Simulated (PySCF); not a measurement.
**Electron correlation in Ta⁵⁹⁺ (tantalum, charge +59)**

[Ne] 3s2 3p2, high-spin 3P determinant. Calculation: PySCF 2.14, in an uncontracted even-tempered set (17 s from 16 bohr⁻², ratio 2.5; 12 p from 20 bohr⁻², ratio 2.5; 4 d from 79 bohr⁻², ratio 2.7; 4 f from 120 bohr⁻², ratio 2.7); scalar relativity by spin-free X2C-1e. Frozen: 1s2; 12 electrons correlated; the 20 highest virtual orbitals of each spin left out.

| level | correlation energy (mhartree) |
| --- | --- |
| CCSD | -542.54 |
| (T) | -0.47 |
| CCSD(T) | -543.01 |

Diagnostics: T1 = 0.00029, D1 = 0.0012, largest double amplitude 0.032.

Spin-orbit coupling is strong in this species (close to jj coupling), so the high-spin LS determinant is a model state, not a physical level.

Cost of the coupled-cluster step: about 40 core-seconds, for 12 correlated electrons.

Iterations:

```
CC2 = 0
CCSD nocc = (np.int64(7), np.int64(5)), nmo = (80, 80)
frozen orbitals [[0, 81, 82, 83, 84, 85, 86, 87, 88, 89, 90, 91, 92, 93, 94, 95, 96, 97, 98, 99, 100], [0, 81, 82, 83, 84, 85, 86, 87, 88, 89, 90, 91, 92, 93, 94, 95, 96, 97, 98, 99, 100]]
max_cycle = 100
direct = 0
conv_tol = 1e-08
conv_tol_normt = 1e-06
diis_space = 8
diis_start_cycle = 0
Init t2, MP2 energy = -0.528690517437927
Init E_corr(UCCSD) = -0.52869051743802
cycle = 1  E_corr(UCCSD) = -0.540243801921277  dE = -0.0115532845  norm(t1,t2) = 0.00631506
cycle = 2  E_corr(UCCSD) = -0.542138019580147  dE = -0.00189421766  norm(t1,t2) = 0.00115333
cycle = 3  E_corr(UCCSD) = -0.542538331552421  dE = -0.000400311972  norm(t1,t2) = 0.000224179
cycle = 4  E_corr(UCCSD) = -0.542535080631636  dE = 3.25092079e-06  norm(t1,t2) = 7.34117e-06
cycle = 5  E_corr(UCCSD) = -0.542535099067533  dE = -1.84358976e-08  norm(t1,t2) = 1.84266e-07
cycle = 6  E_corr(UCCSD) = -0.542535099611537  dE = -5.44003842e-10  norm(t1,t2) = 7.65002e-09
UCCSD converged
E(UCCSD) = -11690.42883748183  E_corr = -0.5425350996115372
UCCSD(T) correction = -0.000467535774509737
```

At this charge the one-electron X2C treatment keeps the bare 1/r₁₂, with no two-electron picture change or Breit term. The effect here is smaller than on the frozen 1s shell; and a scalar Hamiltonian misses the large spin-orbit splitting of the p shells, which matters for ns² → np² pairs.

Spin-orbit coupling is strong in this species, so the high-spin LS determinant is a model state.
